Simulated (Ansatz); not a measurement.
Cost and result for the atomization energy of `C1[SiH2]C[Te]1` (10 atoms, 10 bonds).

```xyz
10

C    -0.1091    0.6054    1.3161
Si   -0.7887   -0.3517   -0.1543
C     0.8075   -0.3682   -1.1502
Te    1.5919    1.2148    0.1121
H    -0.6997    1.4529    1.6582
H     0.2264    0.0132    2.1658
H    -1.8229    0.4534   -0.8564
H    -1.3620   -1.6922    0.1618
H     0.7316   -0.0675   -2.1932
H     1.4251   -1.2601   -1.0599
```

Charge 0, multiplicity 1. Correlated methods include outer-core shells of Te, which these sets cover unevenly. Te: def2 effective core potential. The geometry is a stationary point of PBE0-D4/def2-TZVP. Program: Ansatz. All runs use 4 threads of an Intel Xeon 6975P-C on a shared host. Times are those of one run each, without the atoms' runs, and a repeat can differ threefold. Electronic energies, without spin–orbit coupling; frozen cores. CCSD(T)/CBS adds CCSD(T) − MP2 in def2-TZVPP to the MP2 limit, and its time is that of the two runs behind it. T1 = 0.011. With those shells the extrapolation isn't a true limit. B3LYP takes the VWN-RPA correlation (the form of Gaussian; ORCA's B3LYP/G).

CCSD(T)/CBS is a level of theory with its own doubt, some kJ/mol a heavy atom from the limit and from the frozen cores, so smaller differences don't rank the functionals.

```csv
level,functions,wall time,atomization (kJ/mol),difference from CCSD(T)/CBS,per bond
BLYP-D4/def2-TZVPP,238,1.1 s,3401.6,-48.1,-4.8
PBE-D4/def2-TZVPP (with forces),238,1.4 s,3477.2,27.5,2.8
CAM-B3LYP-D4/def2-TZVPP,238,1.9 s,3420.8,-28.9,-2.9
r2SCAN-D4/def2-TZVPP (with forces),238,2 s,3430.8,-18.9,-1.9
B3LYP-D4/def2-TZVPP (with forces),238,2.4 s,3420.5,-29.2,-2.9
CCSD(T)/def2-SVP,102,2.5 s,3199.3,-250.4,-25.0
PBE-QIDH/def2-TZVPP,238,3 s,3417.2,-32.5,-3.2
B2PLYP/def2-TZVPP,238,3 s,3380.6,-69.1,-6.9
ωB97X-V/def2-TZVPP,238,3.6 s,3441.4,-8.3,-0.8
ωB97M-V/def2-TZVPP (with forces),238,5.5 s,3425.7,-24.0,-2.4
MP2/def2-QZVPP,446,11 s,3440.9,-8.8,-0.9
CCSD(T)/def2-TZVPP,238,34 s,3347.9,-101.8,-10.2
CCSD(T)/CBS(def2),–,45 s,3449.7,0.0,0.0
```

In def2-TZVPP, CCSD(T) changes the Hartree–Fock value by +852.0 kJ/mol (the triples alone add +55.3 kJ/mol) and MP2 by +884.8 kJ/mol; breaking electron pairs costs correlation energy, which Hartree–Fock lacks. The D4 term adds +44.2 kJ/mol with B3LYP and +22.7 kJ/mol with PBE0; it sums over pairs of atoms, weighted by their polarisabilities, and B3LYP, whose exchange is more repulsive, gets the larger term. From BLYP to BHLYP (50 % exact exchange), in def2-TZVPP and without D4, the atomization energy moves by −33.7 kJ/mol: exact exchange takes away binding that semilocal exchange gives to molecules.

Spin–orbit coupling would lower the free Te atoms strongly, and the atomization energy with them, by more than many differences here.
